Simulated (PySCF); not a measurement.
**A computed series [M(HCN)]3+**

Computed with PySCF 2.14.0, PBE0, def2-SVP on the ligands, density fitting, scalar-relativistic core potentials, no spin-orbit coupling, vacuum. Each member is relaxed from one template within its symmetry. Distances are means of the shortest metal–ligand contacts, charges and spins Mulliken's; removal energies are rigid, with the ligand's formal charge and no counterpoise, so too large; for an anion taken off a cation in vacuum most of it is the attraction of opposite charges, and multiply charged cations can part far more cheaply with an electron moved from ligand to metal. lcecp potentials hold a fixed number of 4f electrons in the core, out of states, spins and gaps.

| metal | basis on the metal | point group | M–HCN (Å) | charge on M (e) | removal of one HCN (eV) | strongest infrared band, degenerate modes summed (cm⁻¹) | unstable modes (below −25 cm⁻¹) |
| --- | --- | --- | --- | --- | --- | --- | --- |
| Sm | lcecp-1-SVP with ECP51 | C∞v | 2.266 | 2.52 | 5.49 | 2145 | 0 |
| Er | lcecp-1-SVP with ECP57 | C∞v | 2.178 | 2.48 | 6.03 | 2140 | 0 |

Q: Order these by the M–HCN distance, lowest first.
A. Tb, lcecp-1-SVP with ECP54
B. Bi, def2-SVP with ECP60
C. Lu, lcecp-1-SVP with ECP60
D. Pr, lcecp-1-SVP with ECP48
E. La, lcecp-1-SVP with ECP46

A: C (2.145), B (2.177), A (2.221), D (2.321), E (2.368).

Q: What else do they give?

A: 
```csv
metal,basis on the metal,point group,M–HCN (Å),charge on M (e),removal of one HCN (eV),"strongest infrared band, degenerate modes summed (cm⁻¹)",unstable modes (below −25 cm⁻¹)
La,lcecp-1-SVP with ECP46,C∞v,2.368,2.58,4.95,2155,0
Pr,lcecp-1-SVP with ECP48,C∞v,2.321,2.55,5.19,2151,0
Tb,lcecp-1-SVP with ECP54,C∞v,2.221,2.50,5.77,2143,0
Lu,lcecp-1-SVP with ECP60,C∞v,2.145,2.46,6.26,2141,0
Bi,def2-SVP with ECP60,C∞v,2.177,2.42,7.04,2108,0
```

From La to Lu the M–HCN distance shrinks by 0.22 Å, the lanthanide contraction, and the energy to remove one HCN rises by 1.31 eV.

One start shape was tried for each, so a minimum needn't be the lowest isomer.
